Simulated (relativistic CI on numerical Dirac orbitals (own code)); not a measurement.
## La⁸⁺: q coefficients and field-shift factors

Method of calculation: Dirac-Coulomb-Breit CI, separate exchange-only KLI orbitals for each configuration, derivatives by finite differences, unscaled Slater integrals, QED left out (own radial code, finite nucleus).

CI space (outside the closed core [Kr] 4d10): 5s²5p, 5s²4f, 5s5p², 5s²5d, 5p³, 5p4f², 5s4f², 5s5p4f. Levels of other configurations are missing.

With x = (α/α₀)² − 1 an excitation energy changes as ω = ω₀ + qx; K = 2q/ω₀ is the relative enhancement. Terms are leading LS components, so labels can repeat. The field-shift factor is F = δν/δ⟨r²⟩ for the transition from the lowest level.

Lowest level 5s²5p ²P°1/2.

| Level | ω₀ (cm⁻¹) | q (cm⁻¹) | F (GHz/fm²) |
| --- | --- | --- | --- |
| 5s²5p ²P°3/2 | 27695.2 | 31110 | -1.65 |
| 5s²4f ²F°5/2 | 109734.8 | 52090 | -4.89 |
| 5s²4f ²F°7/2 | 111394.8 | 53460 | -4.8 |
| 5s5p² ⁴P1/2 | 118565.1 | 22610 | -49.4 |
| 5s5p² ⁴P3/2 | 132886.8 | 42950 | -50.4 |
| 5s5p² ⁴P5/2 | 144583.8 | 51110 | -50.5 |
| 5s5p² ²D3/2 | 173352.0 | 46990 | -46.3 |
| 5s5p² ²D5/2 | 180983.1 | 63010 | -47.4 |
| 5s5p² ²S1/2 | 202361.9 | 38760 | -49.2 |
| 5s5p4f ⁴G5/2 | 213680.1 | 63010 | -52.9 |
| 5s5p4f ⁴F7/2 | 215949.8 | 65740 | -53 |
| 5s5p4f ⁴F3/2 | 218769.9 | 70290 | -52.9 |
| 5s5p4f ⁴F5/2 | 220848.7 | 70030 | -53.3 |
| 5s5p4f ⁴F9/2 | 221490.7 | 71660 | -53.3 |
| 5s5p4f ²F7/2 | 221914.3 | 68080 | -53.5 |
| 5s5p4f ²F5/2 | 229469.5 | 74800 | -53.7 |
| 5s5p² ²P1/2 | 230085.9 | 63620 | -50.1 |
| 5s5p4f ²G7/2 | 232101.4 | 75400 | -54.1 |
| 5s5p² ²P3/2 | 238079.1 | 62680 | -48.1 |
| 5s5p4f ⁴G9/2 | 239765.9 | 93320 | -54.4 |
| 5s5p4f ⁴D7/2 | 241781.4 | 89210 | -54.3 |
| 5s5p4f ⁴G11/2 | 243214.5 | 94240 | -54.4 |
| 5s5p4f ⁴D5/2 | 244535.5 | 89250 | -53.4 |

At this charge configurations can still be misplaced by up to about 7 % of their energy. Levels and lines within the n = 5 or 6 shells can be off by up to 10 % or somewhat more, and those that change n by about 2 %, since core polarisation is missing. Levels that differ in their count of f electrons can be misplaced by several ten thousand cm⁻¹, since the correlation energy of f electrons is missing or only estimated; rates across such gaps can be off by orders of magnitude.

Question: Which transition from the lowest level has the largest |K|?

Answer: 5s²5p ²P°3/2 at 27695.2 cm⁻¹, K = 2.25.
